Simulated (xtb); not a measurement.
CH$_{2}$ (SMILES [CH2]), singlet, at a GFN2-xTB geometry; GFN2-xTB run with xtb.

Input for xtb:
```
$ xtb mol.xyz --gfn 2 --opt --json

# file mol.xyz
3

C      0.00106484     0.16389984     0.01623868
H     -0.88481843    -0.48695954    -0.03874538
H      0.87842936    -0.49643949    -0.05868670
```

Question: Predict the main parts of the log of this xtb run.

Answer: 
```
   ID    Z sym.   atoms
    1    6 C      1
    2    1 H      2, 3

           -------------------------------------------------
          |                Calculation Setup                |
           -------------------------------------------------

           -------------------------------------------------
          |                 G F N 2 - x T B                 |
           -------------------------------------------------

          ...................................................
          :                      SETUP                      :
          :.................................................:
          :  # basis functions                   6          :
          :  # atomic orbitals                   6          :
          :  # shells                            4          :
          :  # electrons                         6          :
          :  max. iterations                   250          :
          :  Hamiltonian                  GFN2-xTB          :
          :  restarted?                      false          :
          :  GBSA solvation                  false          :
          :  PC potential                    false          :
          :  electronic temp.          300.0000000     K    :
          :  accuracy                    1.0000000          :
          :  -> integral cutoff          0.2500000E+02      :
          :  -> integral neglect         0.1000000E-07      :
          :  -> SCF convergence          0.1000000E-05 Eh   :
          :  -> wf. convergence          0.1000000E-03 e    :
          :  Broyden damping             0.4000000          :
          :  net charge                          0          :
          :  unpaired electrons                  0          :
          ...................................................

 iter      E             dE          RMSdq      gap      omega  full diag
   1     -2.9864285 -0.298643E+01  0.130E+01    1.15       0.0  T
   2     -2.9961683 -0.973975E-02  0.784E+00    1.03       1.0  T
   3     -2.9972272 -0.105888E-02  0.111E+00    0.84       1.0  T
   4     -2.9980919 -0.864702E-03  0.599E-01    0.98       1.0  T
   5     -2.9980780  0.138995E-04  0.608E-01    0.98       1.0  T
   6     -2.9984654 -0.387401E-03  0.230E-02    0.95       2.5  T
   7     -2.9984655 -0.137698E-06  0.132E-02    0.95       4.4  T
   8     -2.9984657 -0.216584E-06  0.568E-04    0.95     101.6  T
   9     -2.9984657 -0.369076E-09  0.136E-05    0.95    4250.2  T

   *** convergence criteria satisfied after 9 iterations ***

         :::::::::::::::::::::::::::::::::::::::::::::::::::::
         ::                     SUMMARY                     ::
         :::::::::::::::::::::::::::::::::::::::::::::::::::::
         :: total energy              -2.967481493567 Eh    ::
         :: gradient norm              0.000019269030 Eh/a0 ::
         :: HOMO-LUMO gap              0.953210187090 eV    ::
         ::.................................................::
         :: SCC energy                -2.998465728154 Eh    ::
         :: -> isotropic ES           -0.006151054523 Eh    ::
         :: -> anisotropic ES         -0.001182915497 Eh    ::
         :: -> anisotropic XC          0.011197550189 Eh    ::
         :: -> dispersion             -0.000265273038 Eh    ::
         :: repulsion energy           0.030984234587 Eh    ::
         :: add. restraining           0.000000000000 Eh    ::
         :: total charge              -0.000000000000 e     ::
         :::::::::::::::::::::::::::::::::::::::::::::::::::::

      -----------------------------------------------------------
     |                   =====================                   |
     |                        A N C O P T                        |
     |                   =====================                   |
     |               Approximate Normal Coordinate               |
     |                Rational Function Optimizer                |
      -----------------------------------------------------------
      -----------------------------------------------------------
     |                   =====================                   |
     |                        A N C O P T                        |
     |                   =====================                   |
     |               Approximate Normal Coordinate               |
     |                Rational Function Optimizer                |
      -----------------------------------------------------------

          ...................................................
          :                      SETUP                      :
          :.................................................:
          :   optimization level            normal          :
          :   max. optcycles                   200          :
          :   ANC micro-cycles                  20          :
          :   degrees of freedom                 3          :
          :.................................................:
          :   RF solver                   davidson          :
          :   write xtbopt.log                true          :
          :   linear?                        false          :
          :   energy convergence         0.5000000E-05 Eh   :
          :   grad. convergence          0.1000000E-02 Eh/α :
          :   maxmium RF displ.          1.0000000          :
          :   Hlow (freq-cutoff)         0.1000000E-01      :
          :   Hmax (freq-cutoff)         5.0000000          :
          :   S6 in model hess.         20.0000000          :
          ...................................................

generating ANC from exact Hessian ...
Using Lindh-Hessian (1995)
 Shifting diagonal of input Hessian by    0.0000000000000000
 Lowest  eigenvalues of input Hessian
    0.000000    0.000000    0.000000    0.000000    0.000000    0.000000
    0.102946    0.749000    0.944328
 Highest eigenvalues
    0.000000    0.000000    0.000000    0.102946    0.749000    0.944328

[...]
 * total energy  :    -2.9674815 Eh     change       -0.1878497E-12 Eh
   *** GEOMETRY OPTIMIZATION CONVERGED AFTER 1 ITERATIONS ***
[...]
 C  H  Rav=1.1007 sigma=0.0000  Rmin=1.1007  Rmax=1.1007     2

 selected bond angles (degree)
 --------------------
H3-C1-H2=106.46

 selected dihedral angles (degree)
 ---------------------------------

           -------------------------------------------------
          |                Final Singlepoint                |
           -------------------------------------------------

          ...................................................
          :                      SETUP                      :
          :.................................................:
          :  # basis functions                   6          :
          :  # atomic orbitals                   6          :
          :  # shells                            4          :
          :  # electrons                         6          :
          :  max. iterations                   250          :
          :  Hamiltonian                  GFN2-xTB          :
          :  restarted?                      false          :
          :  GBSA solvation                  false          :
          :  PC potential                    false          :
          :  electronic temp.          300.0000000     K    :
          :  accuracy                    1.0000000          :
          :  -> integral cutoff          0.2500000E+02      :
          :  -> integral neglect         0.1000000E-07      :
          :  -> SCF convergence          0.1000000E-05 Eh   :
          :  -> wf. convergence          0.1000000E-03 e    :
          :  Broyden damping             0.4000000          :
          :  net charge                          0          :
          :  unpaired electrons                  0          :
          ...................................................

 iter      E             dE          RMSdq      gap      omega  full diag
   1     -2.9984657 -0.299847E+01  0.226E-07    0.95       0.0  T
   2     -2.9984657  0.310862E-14  0.148E-07    0.95  100000.0  T
   3     -2.9984657 -0.266454E-14  0.807E-09    0.95  100000.0  T

   *** convergence criteria satisfied after 3 iterations ***

         :::::::::::::::::::::::::::::::::::::::::::::::::::::
         ::                     SUMMARY                     ::
         :::::::::::::::::::::::::::::::::::::::::::::::::::::
         :: total energy              -2.967481493567 Eh    ::
         :: gradient norm              0.000019322999 Eh/a0 ::
         :: HOMO-LUMO gap              0.953209009214 eV    ::
         ::.................................................::
         :: SCC energy                -2.998465728154 Eh    ::
         :: -> isotropic ES           -0.006151050358 Eh    ::
         :: -> anisotropic ES         -0.001182918575 Eh    ::
         :: -> anisotropic XC          0.011197556290 Eh    ::
         :: -> dispersion             -0.000265272779 Eh    ::
         :: repulsion energy           0.030984234587 Eh    ::
         :: add. restraining           0.000000000000 Eh    ::
         :: total charge               0.000000000000 e     ::
         :::::::::::::::::::::::::::::::::::::::::::::::::::::

           -------------------------------------------------
          |                Property Printout                |
           -------------------------------------------------

    * Orbital Energies and Occupations

         #    Occupation            Energy/Eh            Energy/eV
      -------------------------------------------------------------
         1        2.0000           -0.6020715             -16.3832
         2        2.0000           -0.4826130             -13.1326
         3        2.0000           -0.4028366             -10.9617 (HOMO)
         4                         -0.3678068             -10.0085 (LUMO)
         5                          0.1443324               3.9275
         6                          0.1651128               4.4929
      -------------------------------------------------------------
                  HL-Gap            0.0350298 Eh            0.9532 eV
             Fermi-level           -0.3853217 Eh          -10.4851 eV

     #   Z          covCN         q      C6AA      α(0)
     1   6 C        1.846    -0.144    35.239     9.590
     2   1 H        0.923     0.072     2.063     2.246
     3   1 H        0.923     0.072     2.063     2.246

 Mol. C6AA /au·bohr⁶  :         77.570349
 Mol. C8AA /au·bohr⁸  :       1756.155554
 Mol. α(0) /au        :         14.081441

Wiberg/Mayer (AO) data.
largest (>0.10) Wiberg bond orders for each atom

 ---------------------------------------------------------------------------
     #   Z sym  total        # sym  WBO       # sym  WBO       # sym  WBO
 ---------------------------------------------------------------------------
     1   6 C    1.990 --     2 H    0.995     3 H    0.995
     2   1 H    0.995 --     1 C    0.995
     3   1 H    0.995 --     1 C    0.995
 ---------------------------------------------------------------------------

Topologies differ in total number of bonds
Writing topology from bond orders to xtbtopo.mol

molecular dipole:
                 x           y           z       tot (Debye)
 q only:       -0.001      -0.179      -0.018
   full:       -0.004      -0.690      -0.068       1.761
molecular quadrupole (traceless):
                xx          xy          yy          xz          yz          zz
 q only:        0.344      -0.002      -0.090      -0.007       0.016      -0.254
  q+dip:        0.966      -0.006      -0.278      -0.018       0.041      -0.688
   full:        0.371      -0.011      -1.234       0.004      -0.210       0.862

optimized geometry written to: xtbopt.xyz

           -------------------------------------------------
          | TOTAL ENERGY               -2.967481493567 Eh   |
          | GRADIENT NORM               0.000019322999 Eh/α |
          | HOMO-LUMO GAP               0.953209009214 eV   |
           -------------------------------------------------

normal termination of xtb
```
